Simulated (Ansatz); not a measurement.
Born–Oppenheimer molecular dynamics of a periodic cell of 17 atoms, Ba16H (host Ba, host structure bcc, interstitial H). It goes on from the last frame of an earlier run, with new velocities.

All numbers below come from DFT PBE, scalar-relativistic, plane waves, PAW in Ansatz 0.2.0. Settings: accuracy low, cutoff 420 eV, k mesh 1x1x1, fermi-dirac smearing 0.15 eV, no spin polarisation.

```yaml
ensemble: NVT, Nosé–Hoover chain
time_step: 0.5 fs
steps_asked: 300
set_temperature: 840 K
thermostat: time constant 100 fs, chain length 1
seed: 347998
```

Frames 5 fs apart, positions in Å, forces in eV/Å.

Velocities at 60 fs (Å/ps):

```
Ba 0.60 0.04 1.27
Ba -0.39 -1.50 0.77
Ba -2.26 0.02 1.43
Ba 0.09 1.00 2.85
Ba -0.92 -0.32 1.99
Ba -0.34 -0.79 -2.78
Ba 1.91 1.29 0.18
Ba 0.45 0.80 -3.44
Ba -0.39 0.30 -3.81
Ba -2.29 -2.18 0.43
Ba 2.06 -0.63 2.53
Ba 2.43 -1.98 0.42
Ba -0.72 -2.60 3.27
Ba -1.18 6.41 -1.20
Ba 2.79 -1.37 -2.62
Ba -1.47 1.54 -1.33
H -48.79 -3.30 3.55
```

```xyz
17
Lattice="10.0400 0.0000 0.0000 0.0000 10.0400 0.0000 0.0000 0.0000 10.0400" Properties=species:S:1:pos:R:3:forces:R:3 time_fs=60 energy_less_start_eV=0.345 T=692
Ba 0.134 0.046 -0.047 0.00 -0.26 0.21
Ba 4.807 0.271 0.204 0.50 -0.08 -0.29
Ba -0.209 5.266 0.147 0.80 -0.13 -0.38
Ba 0.121 -0.044 5.239 0.04 0.19 -0.48
Ba 2.457 2.549 2.742 -0.13 0.02 -0.24
Ba 5.011 5.008 -0.132 0.02 -0.21 0.18
Ba 5.244 0.268 5.080 -0.17 -0.18 -0.04
Ba 7.619 2.471 2.022 -0.20 0.16 0.48
Ba 0.051 5.074 4.985 0.04 -0.05 0.12
Ba 2.616 7.576 2.602 -0.10 -0.02 0.08
Ba 2.450 2.423 7.684 -0.05 0.35 -0.13
Ba 4.856 4.900 5.247 0.47 0.12 -0.33
Ba 7.550 7.425 2.442 -0.19 0.41 0.23
Ba 7.822 2.665 7.715 -0.53 -0.15 0.00
Ba 2.746 7.614 7.614 -0.34 0.02 -0.13
Ba 7.727 7.664 7.231 -0.38 -0.17 0.59
H 6.039 2.567 -0.242 0.22 -0.02 0.12
17
Lattice="10.0400 0.0000 0.0000 0.0000 10.0400 0.0000 0.0000 0.0000 10.0400" Properties=species:S:1:pos:R:3:forces:R:3 time_fs=65 energy_less_start_eV=0.451 T=645
Ba 0.137 0.046 -0.040 -0.02 -0.26 0.20
Ba 4.805 0.264 0.208 0.43 -0.20 -0.26
Ba -0.220 5.265 0.154 0.82 -0.12 -0.41
Ba 0.122 -0.039 5.253 0.03 0.20 -0.49
Ba 2.452 2.548 2.752 -0.11 0.02 -0.25
Ba 5.009 5.004 -0.145 -0.02 -0.12 0.22
Ba 5.254 0.274 5.081 -0.17 -0.19 -0.05
Ba 7.621 2.475 2.005 -0.27 0.15 0.50
Ba 0.049 5.075 4.966 0.03 -0.07 0.17
Ba 2.604 7.565 2.604 -0.07 -0.01 0.10
Ba 2.460 2.420 7.697 -0.05 0.36 -0.15
Ba 4.868 4.890 5.249 0.45 0.13 -0.35
Ba 7.546 7.412 2.458 -0.19 0.43 0.22
Ba 7.816 2.697 7.709 -0.55 -0.20 0.02
Ba 2.760 7.607 7.601 -0.37 0.03 -0.12
Ba 7.720 7.671 7.225 -0.34 -0.19 0.59
H 5.830 2.550 -0.212 0.42 0.04 0.06
17
Lattice="10.0400 0.0000 0.0000 0.0000 10.0400 0.0000 0.0000 0.0000 10.0400" Properties=species:S:1:pos:R:3:forces:R:3 time_fs=70 energy_less_start_eV=0.541 T=606
Ba 0.140 0.045 -0.033 -0.04 -0.25 0.18
Ba 4.804 0.256 0.211 0.39 -0.28 -0.24
Ba -0.229 5.265 0.160 0.83 -0.11 -0.43
Ba 0.122 -0.033 5.266 0.03 0.20 -0.50
Ba 2.447 2.546 2.761 -0.08 0.02 -0.27
Ba 5.007 5.000 -0.159 -0.04 -0.05 0.25
Ba 5.263 0.280 5.082 -0.18 -0.19 -0.05
Ba 7.623 2.479 1.989 -0.31 0.14 0.54
Ba 0.047 5.077 4.947 0.02 -0.08 0.22
Ba 2.593 7.554 2.607 -0.05 0.00 0.10
Ba 2.471 2.418 7.709 -0.05 0.36 -0.17
Ba 4.881 4.880 5.250 0.43 0.14 -0.36
Ba 7.542 7.400 2.476 -0.19 0.45 0.20
Ba 7.808 2.729 7.703 -0.52 -0.26 0.01
Ba 2.773 7.600 7.587 -0.40 0.04 -0.11
Ba 7.711 7.679 7.220 -0.32 -0.21 0.59
H 5.718 2.542 -0.166 0.49 0.08 0.03
17
Lattice="10.0400 0.0000 0.0000 0.0000 10.0400 0.0000 0.0000 0.0000 10.0400" Properties=species:S:1:pos:R:3:forces:R:3 time_fs=75 energy_less_start_eV=0.580 T=592
Ba 0.143 0.044 -0.026 -0.05 -0.26 0.16
Ba 4.804 0.247 0.214 0.40 -0.26 -0.23
Ba -0.237 5.265 0.166 0.84 -0.10 -0.45
Ba 0.123 -0.028 5.278 0.02 0.20 -0.51
Ba 2.442 2.545 2.770 -0.06 0.01 -0.29
Ba 5.005 4.995 -0.172 -0.04 -0.02 0.29
Ba 5.272 0.286 5.082 -0.19 -0.19 -0.05
Ba 7.624 2.484 1.974 -0.33 0.13 0.58
Ba 0.045 5.078 4.929 0.02 -0.08 0.27
Ba 2.581 7.543 2.609 -0.02 0.01 0.11
Ba 2.481 2.416 7.721 -0.08 0.37 -0.20
Ba 4.896 4.871 5.251 0.40 0.15 -0.38
Ba 7.538 7.389 2.493 -0.19 0.47 0.17
Ba 7.800 2.760 7.697 -0.48 -0.30 0.02
Ba 2.785 7.593 7.574 -0.42 0.05 -0.10
Ba 7.702 7.686 7.216 -0.30 -0.22 0.60
H 5.720 2.552 -0.113 0.47 0.05 0.01
17
Lattice="10.0400 0.0000 0.0000 0.0000 10.0400 0.0000 0.0000 0.0000 10.0400" Properties=species:S:1:pos:R:3:forces:R:3 time_fs=80 energy_less_start_eV=0.575 T=601
Ba 0.146 0.043 -0.019 -0.06 -0.26 0.14
Ba 4.805 0.238 0.216 0.46 -0.15 -0.23
Ba -0.243 5.264 0.170 0.86 -0.07 -0.46
Ba 0.124 -0.021 5.289 0.02 0.20 -0.51
Ba 2.437 2.543 2.778 -0.04 0.01 -0.30
Ba 5.003 4.991 -0.184 -0.03 -0.04 0.33
Ba 5.280 0.291 5.083 -0.21 -0.19 -0.05
Ba 7.624 2.489 1.960 -0.29 0.12 0.63
Ba 0.043 5.079 4.911 0.02 -0.09 0.32
Ba 2.569 7.532 2.612 0.01 0.02 0.10
Ba 2.491 2.415 7.733 -0.13 0.38 -0.24
Ba 4.911 4.862 5.251 0.36 0.16 -0.39
Ba 7.533 7.379 2.511 -0.20 0.48 0.14
Ba 7.790 2.791 7.691 -0.43 -0.35 0.05
Ba 2.797 7.587 7.560 -0.44 0.06 -0.07
Ba 7.693 7.692 7.213 -0.28 -0.24 0.61
H 5.833 2.572 -0.059 0.37 -0.03 -0.04
17
Lattice="10.0400 0.0000 0.0000 0.0000 10.0400 0.0000 0.0000 0.0000 10.0400" Properties=species:S:1:pos:R:3:forces:R:3 time_fs=85 energy_less_start_eV=0.578 T=606
Ba 0.149 0.041 -0.011 -0.06 -0.27 0.12
Ba 4.806 0.229 0.218 0.53 -0.04 -0.23
Ba -0.248 5.263 0.174 0.88 -0.05 -0.47
Ba 0.124 -0.014 5.300 0.03 0.19 -0.52
Ba 2.432 2.542 2.786 -0.02 0.01 -0.32
Ba 5.002 4.986 -0.196 0.02 -0.11 0.37
Ba 5.289 0.296 5.083 -0.23 -0.18 -0.05
Ba 7.624 2.494 1.947 -0.15 0.10 0.77
Ba 0.041 5.080 4.894 0.02 -0.09 0.36
Ba 2.557 7.521 2.615 0.04 0.04 0.10
Ba 2.501 2.415 7.744 -0.17 0.39 -0.28
Ba 4.926 4.853 5.250 0.32 0.17 -0.40
Ba 7.528 7.369 2.529 -0.22 0.50 0.10
Ba 7.780 2.822 7.685 -0.37 -0.41 0.09
Ba 2.808 7.580 7.545 -0.45 0.06 -0.05
Ba 7.683 7.698 7.211 -0.27 -0.25 0.62
H 6.031 2.587 -0.016 0.10 -0.05 -0.20
17
Lattice="10.0400 0.0000 0.0000 0.0000 10.0400 0.0000 0.0000 0.0000 10.0400" Properties=species:S:1:pos:R:3:forces:R:3 time_fs=90 energy_less_start_eV=0.639 T=585
Ba 0.151 0.039 -0.003 -0.06 -0.27 0.10
Ba 4.809 0.219 0.220 0.59 0.02 -0.23
Ba -0.252 5.263 0.177 0.88 -0.03 -0.48
Ba 0.125 -0.007 5.309 0.03 0.17 -0.52
Ba 2.426 2.540 2.794 0.00 0.01 -0.34
Ba 5.000 4.981 -0.208 0.08 -0.17 0.41
Ba 5.296 0.301 5.084 -0.25 -0.18 -0.06
Ba 7.624 2.499 1.935 0.04 0.08 1.00
Ba 0.040 5.081 4.877 0.02 -0.09 0.40
Ba 2.545 7.510 2.618 0.08 0.05 0.09
Ba 2.510 2.415 7.755 -0.20 0.39 -0.30
Ba 4.943 4.844 5.249 0.28 0.18 -0.42
Ba 7.522 7.360 2.547 -0.23 0.51 0.05
Ba 7.770 2.852 7.680 -0.29 -0.45 0.11
Ba 2.818 7.573 7.531 -0.47 0.07 -0.03
Ba 7.673 7.704 7.210 -0.26 -0.26 0.63
H 6.254 2.593 -0.025 -0.25 -0.01 -0.43
17
Lattice="10.0400 0.0000 0.0000 0.0000 10.0400 0.0000 0.0000 0.0000 10.0400" Properties=species:S:1:pos:R:3:forces:R:3 time_fs=95 energy_less_start_eV=0.703 T=562
Ba 0.154 0.036 0.006 -0.07 -0.28 0.08
Ba 4.812 0.210 0.221 0.60 0.02 -0.23
Ba -0.254 5.262 0.179 0.88 -0.01 -0.48
Ba 0.126 0.000 5.318 0.03 0.15 -0.52
Ba 2.421 2.539 2.800 0.03 0.01 -0.36
Ba 4.998 4.976 -0.219 0.12 -0.18 0.43
Ba 5.304 0.306 5.084 -0.26 -0.18 -0.07
Ba 7.624 2.505 1.925 0.07 0.07 1.04
Ba 0.038 5.082 4.860 0.02 -0.09 0.44
Ba 2.533 7.498 2.622 0.11 0.07 0.08
Ba 2.520 2.417 7.766 -0.22 0.39 -0.32
Ba 4.960 4.835 5.247 0.22 0.20 -0.44
Ba 7.516 7.352 2.566 -0.23 0.51 0.01
Ba 7.758 2.881 7.674 -0.17 -0.48 0.04
Ba 2.828 7.567 7.517 -0.48 0.08 -0.01
Ba 7.661 7.710 7.210 -0.24 -0.27 0.63
H 6.422 2.594 -0.130 -0.42 0.00 -0.34
17
Lattice="10.0400 0.0000 0.0000 0.0000 10.0400 0.0000 0.0000 0.0000 10.0400" Properties=species:S:1:pos:R:3:forces:R:3 time_fs=100 energy_less_start_eV=0.766 T=541
Ba 0.156 0.033 0.014 -0.08 -0.27 0.06
Ba 4.817 0.200 0.222 0.59 0.00 -0.24
Ba -0.254 5.261 0.181 0.87 0.01 -0.48
Ba 0.127 0.008 5.326 0.02 0.14 -0.52
Ba 2.415 2.537 2.807 0.06 0.01 -0.38
Ba 4.996 4.970 -0.229 0.14 -0.16 0.45
Ba 5.311 0.310 5.084 -0.28 -0.18 -0.08
Ba 7.623 2.511 1.916 -0.06 0.07 0.82
Ba 0.036 5.082 4.844 0.02 -0.10 0.47
Ba 2.521 7.487 2.625 0.14 0.09 0.07
Ba 2.529 2.418 7.776 -0.23 0.39 -0.33
Ba 4.977 4.827 5.244 0.17 0.21 -0.46
Ba 7.510 7.345 2.585 -0.23 0.52 -0.03
Ba 7.747 2.910 7.668 0.03 -0.47 -0.20
Ba 2.837 7.560 7.502 -0.48 0.08 0.01
Ba 7.650 7.714 7.212 -0.22 -0.28 0.63
H 6.495 2.596 -0.306 -0.47 -0.03 0.21
17
Lattice="10.0400 0.0000 0.0000 0.0000 10.0400 0.0000 0.0000 0.0000 10.0400" Properties=species:S:1:pos:R:3:forces:R:3 time_fs=105 energy_less_start_eV=0.839 T=515
Ba 0.159 0.029 0.023 -0.09 -0.26 0.04
Ba 4.822 0.191 0.222 0.57 0.00 -0.24
Ba -0.253 5.260 0.181 0.86 0.02 -0.48
Ba 0.128 0.016 5.333 0.01 0.13 -0.52
Ba 2.410 2.536 2.812 0.08 0.01 -0.39
Ba 4.995 4.964 -0.238 0.14 -0.14 0.48
Ba 5.318 0.314 5.084 -0.28 -0.18 -0.09
Ba 7.623 2.516 1.909 -0.15 0.07 0.66
Ba 0.035 5.082 4.829 0.01 -0.12 0.51
Ba 2.509 7.476 2.629 0.17 0.10 0.07
Ba 2.537 2.421 7.786 -0.24 0.38 -0.35
Ba 4.995 4.819 5.240 0.13 0.22 -0.48
Ba 7.503 7.339 2.604 -0.22 0.52 -0.07
Ba 7.735 2.938 7.662 0.19 -0.47 -0.37
Ba 2.845 7.554 7.487 -0.49 0.09 0.02
Ba 7.638 7.719 7.214 -0.19 -0.28 0.63
H 6.454 2.590 -0.437 -0.50 -0.08 0.60
17
Lattice="10.0400 0.0000 0.0000 0.0000 10.0400 0.0000 0.0000 0.0000 10.0400" Properties=species:S:1:pos:R:3:forces:R:3 time_fs=110 energy_less_start_eV=0.814 T=538
Ba 0.161 0.025 0.032 -0.10 -0.25 0.02
Ba 4.829 0.181 0.222 0.54 0.01 -0.23
Ba -0.250 5.259 0.181 0.85 0.03 -0.48
Ba 0.129 0.024 5.340 -0.01 0.13 -0.51
Ba 2.405 2.534 2.818 0.09 0.00 -0.39
Ba 4.994 4.958 -0.247 0.10 -0.09 0.51
Ba 5.324 0.317 5.084 -0.28 -0.18 -0.10
Ba 7.623 2.522 1.903 -0.21 0.07 0.62
Ba 0.033 5.082 4.815 0.00 -0.13 0.55
Ba 2.498 7.465 2.633 0.20 0.12 0.07
Ba 2.546 2.424 7.795 -0.24 0.36 -0.37
Ba 5.014 4.812 5.235 0.10 0.23 -0.49
Ba 7.495 7.333 2.623 -0.20 0.52 -0.10
Ba 7.723 2.966 7.655 0.08 -0.54 -0.16
Ba 2.852 7.548 7.473 -0.50 0.09 0.03
Ba 7.625 7.723 7.218 -0.16 -0.29 0.62
H 6.298 2.565 -0.437 -0.27 -0.07 0.43
17
Lattice="10.0400 0.0000 0.0000 0.0000 10.0400 0.0000 0.0000 0.0000 10.0400" Properties=species:S:1:pos:R:3:forces:R:3 time_fs=115 energy_less_start_eV=0.801 T=556
Ba 0.163 0.020 0.041 -0.11 -0.24 0.01
Ba 4.837 0.171 0.222 0.47 -0.02 -0.19
Ba -0.245 5.258 0.180 0.83 0.04 -0.49
Ba 0.129 0.033 5.345 -0.03 0.13 -0.50
Ba 2.400 2.533 2.822 0.11 0.00 -0.39
Ba 4.993 4.952 -0.255 0.05 -0.02 0.55
Ba 5.330 0.321 5.084 -0.28 -0.17 -0.10
Ba 7.622 2.529 1.898 -0.26 0.06 0.62
Ba 0.031 5.082 4.801 -0.01 -0.14 0.59
Ba 2.487 7.455 2.637 0.23 0.13 0.07
Ba 2.554 2.428 7.803 -0.24 0.35 -0.39
Ba 5.032 4.804 5.229 0.07 0.23 -0.50
Ba 7.487 7.329 2.642 -0.18 0.52 -0.13
Ba 7.712 2.993 7.648 -0.09 -0.65 0.09
Ba 2.858 7.542 7.458 -0.51 0.10 0.04
Ba 7.612 7.726 7.222 -0.12 -0.30 0.60
H 6.077 2.523 -0.335 0.07 -0.01 0.12
```

Of the whole run (150 fs, mean temperature of the second half 541 K): The conserved energy stayed within 0.0092 meV per atom of its start (net change 0.0057 meV per atom), so the integration is sound. The mean temperature of the second half is 36 % below the set value. A run of 0.15 ps of so small a system gives no equilibrium averages. Limits of this set-up: coarse k mesh, odd electron count without spin, a small cell, in which the defect meets its images, a typed lattice constant that wasn't relaxed here, low accuracy level.

The run took 9.5 min on 2 threads of Intel(R) Xeon(R) Platinum 8375C CPU @ 2.90GHz (Ice Lake) (shared host), peak memory 0.92 GiB.
